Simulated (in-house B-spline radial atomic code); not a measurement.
## Ionising Se⁺ with different functionals

Computed with a B-spline radial code for spherical atoms: non-relativistic Hamiltonian, point nucleus, spin-polarised at highest spin, spherical fractional occupations for the functionals, the average over the highest-spin determinants for Hartree-Fock. The ionisation energy is the difference of two self-consistent energies, [Ar] 3d10 4s2 4p3 → [Ar] 3d10 4s2 4p2, without Breit or QED terms; ε is the level of the shell that loses the electron (its least bound occupied spin orbital). There is no spin-orbit coupling in this Hamiltonian.

Hybrids are left out here: with spherical fractional occupations of an open shell their exact exchange keeps a self-interaction that integer-occupation calculations don't have.

| method | rung | ΔSCF (eV) | -ε(4p) (eV) |
| --- | --- | --- | --- |
| Hartree-Fock | Hartree-Fock | 20.95 | 21.42 |
| LDA VWN5 | LDA | 21.37 | 16.45 |
| LDA PW92 | LDA | 21.36 | 16.44 |
| LDA exchange-only | LDA | 20.39 | 15.53 |
| PBE | GGA | 21.31 | 16.42 |
| PBEsol | GGA | 21.31 | 16.40 |
| BLYP | GGA | 21.01 | 16.08 |
| RPBE | GGA | ? | ? |
| PW91 | GGA | 21.37 | 16.46 |
| BP86 | GGA | ? | ? |
| AM05 | GGA | 21.27 | 16.37 |
| OLYP | GGA | 21.24 | 16.31 |
| TPSS | meta-GGA | 21.46 | 16.59 |
| SCAN | meta-GGA | 21.79 | 16.95 |
| r2SCAN | meta-GGA | 21.78 | 16.93 |
| revTPSS | meta-GGA | 21.49 | 16.61 |

Task: What does BP86 give?

Result: ΔSCF 21.37 eV, and -ε(4p) = 16.46 eV.

Task: What does RPBE give?

Result: ΔSCF 21.30 eV, and -ε(4p) = 16.41 eV.

Task: How do they compare with the NIST value?

Result: NIST lists 21.20 eV ± 0.01 (measured, ground level to ground level). Errors run from -0.81 to +0.60 eV; OLYP is closest (+0.04 eV), but part of that can be cancellation, since the calculations leave out relativity, Breit-QED terms, multiplet and fine-structure energies. Hartree-Fock also lacks correlation.
